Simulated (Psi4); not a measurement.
Cl2Ni, charge +1, doublet, at a GFN2-xTB geometry of the parent state (such geometries of metal compounds can be far from the true shape) (a state made from the parent by changing its charge; the spin is typed, not shown lowest); B3LYP/aug-cc-pVDZ in Psi4.

Psi4 was given this input:
```
memory 2 GB

molecule mol {
1 2
Ni    0.000000    0.000000    0.000000
Cl    0.000000    0.000000    1.934826
Cl   -0.000000   -0.000000   -1.934826
}

set {
  basis aug-cc-pvdz
  reference uks
}

energy('b3lyp')
print_variables()
```

It wrote (shortened):

```
   => Loading Basis Set <=

    Name: AUG-CC-PVDZ
    Role: ORBITAL
    Keyword: BASIS

         ---------------------------------------------------------
                                   SCF
               by Justin Turney, Rob Parrish, Andy Simmonett
                          and Daniel G. A. Smith
                              UKS Reference
         ---------------------------------------------------------

  ==> Geometry <==

    Molecular point group: d2h
    Full point group: D_inf_h

    Geometry (in Angstrom), charge = 1, multiplicity = 2:

       Center              X                  Y                   Z               Mass
    ------------   -----------------  -----------------  -----------------  -----------------
         NI           0.000000000000     0.000000000000     0.000000000000    57.935342410000
         CL           0.000000000000     0.000000000000     1.934826000000    34.968852682000
         CL           0.000000000000     0.000000000000    -1.934826000000    34.968852682000

  Running in d2h symmetry.

  Rotational constants: A = ************  B =      0.06439  C =      0.06439 [cm^-1]
  Rotational constants: A = ************  B =   1930.28747  C =   1930.28747 [MHz]
  Nuclear repulsion =  299.894053263526018

  Charge       = 1
  Multiplicity = 2
  Electrons    = 61
  Nalpha       = 31
  Nbeta        = 30

  ==> Algorithm <==

  SCF Algorithm Type is DF.
  DIIS enabled.
  MOM disabled.
  Fractional occupation disabled.
  Guess Type is SAD.
  Energy threshold   = 1.00e-06
  Density threshold  = 1.00e-06
  Integral threshold = 1.00e-12

  ==> Primary Basis <==

  Basis Set: AUG-CC-PVDZ
    Blend: AUG-CC-PVDZ
    Number of shells: 41
    Number of basis functions: 113
    Number of Cartesian functions: 127
    Spherical Harmonics?: true
    Max angular momentum: 3

  ==> DFT Potential <==

   => LibXC <=

    Version 7.1.2
    S. Lehtola, C. Steigemann, M. J. T. Oliveira, and M. A. L. Marques,  SoftwareX 7, 1–5 (2018) (10.1016/j.softx.2017.11.002)

   => Composite Functional: B3LYP <=

    B3LYP Hyb-GGA Exchange-Correlation Functional

    P. J. Stephens, F. J. Devlin, C. F. Chabalowski, and M. J. Frisch,  J. Phys. Chem. 98, 11623 (1994) (10.1021/j100096a001)

    Deriv               =              1
    GGA                 =           TRUE
    Meta                =          FALSE

    Exchange Hybrid     =           TRUE
    MP2 Hybrid          =          FALSE

   => Exchange Functionals <=

    0.0800   Slater exchange
    0.7200         Becke 88

   => Exact (HF) Exchange <=

    0.2000               HF

   => Correlation Functionals <=

    0.1900   Vosko, Wilk & Nusair (VWN5_RPA)
    0.8100   Lee, Yang & Parr

   => LibXC Density Thresholds  <==

    XC_HYB_GGA_XC_B3LYP:  1.00E-15

   => Molecular Quadrature <=

    Radial Scheme          =       TREUTLER
    Pruning Scheme         =           NONE
    Nuclear Scheme         =       TREUTLER

    Blocking Scheme        =         OCTREE
    BS radius alpha        =              1
    Pruning alpha          =              1
    Radial Points          =             75
    Spherical Points       =            302
    Total Points           =          66726
    Total Blocks           =            631
    Max Points             =            254
    Max Functions          =            113
    Weights Tolerance      =       1.00E-15

   => Loading Basis Set <=

    Name: (AUG-CC-PVDZ AUX)
    Role: JKFIT
    Keyword: DF_BASIS_SCF

  ==> Integral Setup <==

  SCF_SUBTYPE=INCORE selected. In-core MEM_DF algorithm will be used.
  Using in-core AOs.

  ==> MemDFJK: Density-Fitted J/K Matrices <==

    J tasked:                   Yes
    K tasked:                   Yes
    wK tasked:                   No
    Algorithm:                 Core
    Schwarz Cutoff:           1E-12
    Mask sparsity (%):       0.0000
    Fitting Condition:        1E-10

   => Auxiliary Basis Set <=

  Basis Set: (AUG-CC-PVDZ AUX)
    Blend: AUG-CC-PVDZ-JKFIT + DEF2-UNIVERSAL-JKFIT
    Number of shells: 138
    Number of basis functions: 520
    Number of Cartesian functions: 677
    Spherical Harmonics?: true
    Max angular momentum: 6

  Minimum eigenvalue in the overlap matrix is 4.8507237389E-04.
  Reciprocal condition number of the overlap matrix is 9.6273250098E-05.
    Using symmetric orthogonalization.

  ==> Pre-Iterations <==

  SCF Guess: Superposition of Atomic Densities via on-the-fly atomic UHF (no occupation information).

   -------------------------
    Irrep   Nso     Nmo
   -------------------------
     Ag        28      28
     B1g        6       6
     B2g       10      10
     B3g       10      10
     Au         4       4
     B1u       23      23
     B2u       16      16
     B3u       16      16
   -------------------------
    Total     113     113
   -------------------------

  ==> Iterations <==

                           Total Energy        Delta E     RMS |[F,P]|

   @DF-UKS iter SAD: -2427.63302609253742   -2.42763e+03   0.00000e+00
    Occupation by irrep:
             Ag   B1g   B2g   B3g    Au   B1u   B2u   B3u
    DOCC [     9,    0,    2,    2,    0,    8,    5,    4 ]
    SOCC [     0,    0,    0,    0,    0,    0,    0,    1 ]
    NA   [     9,    0,    2,    2,    0,    8,    5,    5 ]
    NB   [     9,    0,    2,    2,    0,    8,    5,    4 ]

   @DF-UKS iter   1: -2422.77431867561427    4.85871e+00   1.04852e-01 ADIIS
    Occupation by irrep:
             Ag   B1g   B2g   B3g    Au   B1u   B2u   B3u
    DOCC [     9,    0,    3,    3,    0,    7,    4,    4 ]
    SOCC [     0,    1,    0,    0,    0,    0,    0,    0 ]
    NA   [     9,    1,    3,    3,    0,    7,    4,    4 ]
    NB   [     9,    0,    3,    3,    0,    7,    4,    4 ]

   @DF-UKS iter   2: -2383.05615235240566    3.97182e+01   2.35940e-01 ADIIS
    Occupation by irrep:
             Ag   B1g   B2g   B3g    Au   B1u   B2u   B3u
    DOCC [    10,    1,    2,    2,    0,    7,    4,    4 ]
[...]
   @DF-UKS iter  46: -2428.50136599671123   -1.26718e-04   2.14798e-04 ADIIS/DIIS
   @DF-UKS iter  47: -2428.50046034382967    9.05653e-04   3.34128e-04 ADIIS/DIIS
   @DF-UKS iter  48: -2428.50225468753251   -1.79434e-03   2.27187e-04 ADIIS/DIIS
   @DF-UKS iter  49: -2428.50040081498400    1.85387e-03   3.58426e-04 ADIIS/DIIS
   @DF-UKS iter  50: -2428.50052223836292   -1.21423e-04   3.38624e-04 ADIIS/DIIS
   @DF-UKS iter  51: -2428.50104378409560   -5.21546e-04   2.65585e-04 ADIIS/DIIS
   @DF-UKS iter  52: -2428.50100040901680    4.33751e-05   2.71311e-04 ADIIS/DIIS
   @DF-UKS iter  53: -2428.50092267816035    7.77309e-05   2.85015e-04 ADIIS/DIIS
   @DF-UKS iter  54: -2428.50059678128173    3.25897e-04   3.34198e-04 ADIIS/DIIS
   @DF-UKS iter  55: -2428.50071849812321   -1.21717e-04   3.22929e-04 ADIIS/DIIS
   @DF-UKS iter  56: -2428.50061367182161    1.04826e-04   3.38029e-04 ADIIS/DIIS
   @DF-UKS iter  57: -2428.50042374226632    1.89930e-04   3.58955e-04 ADIIS/DIIS
   @DF-UKS iter  58: -2428.49992531323551    4.98429e-04   4.45751e-04 ADIIS/DIIS
   @DF-UKS iter  59: -2428.50500448204093   -5.07917e-03   4.41698e-04 ADIIS/DIIS
   @DF-UKS iter  60: -2428.50246431153164    2.54017e-03   2.36405e-04 ADIIS/DIIS
   @DF-UKS iter  61: -2428.50280698358119   -3.42672e-04   2.74297e-04 ADIIS/DIIS
   @DF-UKS iter  62: -2428.50096660727286    1.84038e-03   2.28865e-04 ADIIS/DIIS
   @DF-UKS iter  63: -2428.50108510085010   -1.18494e-04   2.25816e-04 ADIIS/DIIS
   @DF-UKS iter  64: -2428.50087598286473    2.09118e-04   2.48874e-04 ADIIS/DIIS
   @DF-UKS iter  65: -2428.50166043254740   -7.84450e-04   1.84189e-04 ADIIS/DIIS
   @DF-UKS iter  66: -2428.50213130847987   -4.70876e-04   1.97521e-04 ADIIS/DIIS
   @DF-UKS iter  67: -2428.50202614494674    1.05164e-04   1.96617e-04 ADIIS/DIIS
   @DF-UKS iter  68: -2428.50147011372110    5.56031e-04   2.15162e-04 ADIIS/DIIS
   @DF-UKS iter  69: -2428.50133154915147    1.38565e-04   2.28247e-04 ADIIS/DIIS
   @DF-UKS iter  70: -2428.50126120950927    7.03396e-05   2.53930e-04 ADIIS/DIIS
   @DF-UKS iter  71: -2428.50113123511801    1.29974e-04   2.65960e-04 ADIIS/DIIS
   @DF-UKS iter  72: -2428.50095091729145    1.80318e-04   2.85208e-04 ADIIS/DIIS
   @DF-UKS iter  73: -2428.50083708955981    1.13828e-04   3.01095e-04 ADIIS/DIIS
   @DF-UKS iter  74: -2428.50098449087545   -1.47401e-04   2.80484e-04 ADIIS/DIIS
   @DF-UKS iter  75: -2428.50097493644171    9.55443e-06   2.81134e-04 ADIIS/DIIS
   @DF-UKS iter  76: -2428.50080879754796    1.66139e-04   3.03995e-04 ADIIS/DIIS
   @DF-UKS iter  77: -2428.49968500810928    1.12379e-03   4.66402e-04 ADIIS/DIIS
   @DF-UKS iter  78: -2428.50088956731315   -1.20456e-03   2.59529e-04 ADIIS/DIIS
   @DF-UKS iter  79: -2428.50119836109889   -3.08794e-04   2.28197e-04 ADIIS/DIIS
   @DF-UKS iter  80: -2428.50150811133381   -3.09750e-04   2.03392e-04 ADIIS/DIIS
   @DF-UKS iter  81: -2428.50383414539101   -2.32603e-03   3.23201e-04 ADIIS/DIIS
   @DF-UKS iter  82: -2428.50300263073041    8.31515e-04   2.76985e-04 ADIIS/DIIS
   @DF-UKS iter  83: -2428.50247838699033    5.24244e-04   2.25935e-04 ADIIS/DIIS
   @DF-UKS iter  84: -2428.50137099467020    1.10739e-03   2.02991e-04 ADIIS/DIIS
   @DF-UKS iter  85: -2428.50454809722851   -3.17710e-03   4.38011e-04 ADIIS/DIIS
   @DF-UKS iter  86: -2428.50225342907152    2.29467e-03   2.18503e-04 ADIIS/DIIS
   @DF-UKS iter  87: -2428.50167753121241    5.75898e-04   2.03390e-04 ADIIS/DIIS
   @DF-UKS iter  88: -2428.50175274220373   -7.52110e-05   2.00670e-04 ADIIS/DIIS
   @DF-UKS iter  89: -2428.50209601240340   -3.43270e-04   1.97161e-04 ADIIS/DIIS
   @DF-UKS iter  90: -2428.50221724810763   -1.21236e-04   2.08757e-04 ADIIS/DIIS
   @DF-UKS iter  91: -2428.50229851435188   -8.12662e-05   2.17700e-04 ADIIS/DIIS
   @DF-UKS iter  92: -2428.50216266748430    1.35847e-04   2.11053e-04 ADIIS/DIIS
   @DF-UKS iter  93: -2428.50178860060078    3.74067e-04   2.11918e-04 ADIIS/DIIS
   @DF-UKS iter  94: -2428.50158932731347    1.99273e-04   2.10022e-04 ADIIS/DIIS
   @DF-UKS iter  95: -2428.50164283438153   -5.35071e-05   2.02861e-04 ADIIS/DIIS
   @DF-UKS iter  96: -2428.50168919482621   -4.63604e-05   2.05170e-04 ADIIS/DIIS
   @DF-UKS iter  97: -2428.50124573410267    4.43461e-04   2.46839e-04 ADIIS/DIIS
   @DF-UKS iter  98: -2428.50096238302649    2.83351e-04   2.81576e-04 ADIIS/DIIS
   @DF-UKS iter  99: -2428.50115838357442   -1.96001e-04   2.57750e-04 ADIIS/DIIS
   @DF-UKS iter 100: -2428.50076002463993    3.98359e-04   3.06060e-04 ADIIS/DIIS

PsiException: Could not converge SCF iterations in 100 iterations.

  Failed to converge.

Traceback (most recent call last):
  File "psi4", line 375, in <module>
  File "<string>", line 24, in <module>
  File "site-packages/psi4/driver/driver.py", line 533, in energy
  File "site-packages/psi4/driver/procrouting/proc.py", line 2760, in run_scf
  File "site-packages/psi4/driver/procrouting/proc.py", line 2047, in scf_helper
  File "site-packages/psi4/driver/procrouting/scf_proc/scf_iterator.py", line 93, in scf_compute_energy
  File "site-packages/psi4/driver/procrouting/scf_proc/scf_iterator.py", line 86, in scf_compute_energy
  File "site-packages/psi4/driver/procrouting/scf_proc/scf_iterator.py", line 609, in scf_iterate

psi4.driver.p4util.exceptions.SCFConvergenceError: Could not converge SCF iterations in 100 iterations.

Printing out the relevant lines from the Psithon --> Python processed input file:
    Cl   -0.000000   -0.000000   -1.934826
    ""","mol")
    core.IO.set_default_namespace("mol")
    core.set_global_option("BASIS", "aug-cc-pvdz")
    core.set_global_option("REFERENCE", "uks")
--> energy('b3lyp')
    print_variables()

!-------------------------------------------------------!
!                                                       !
!  Could not converge SCF iterations in 100 iterations. !
!                                                       !
!-------------------------------------------------------!
```

Convergence was not reached.
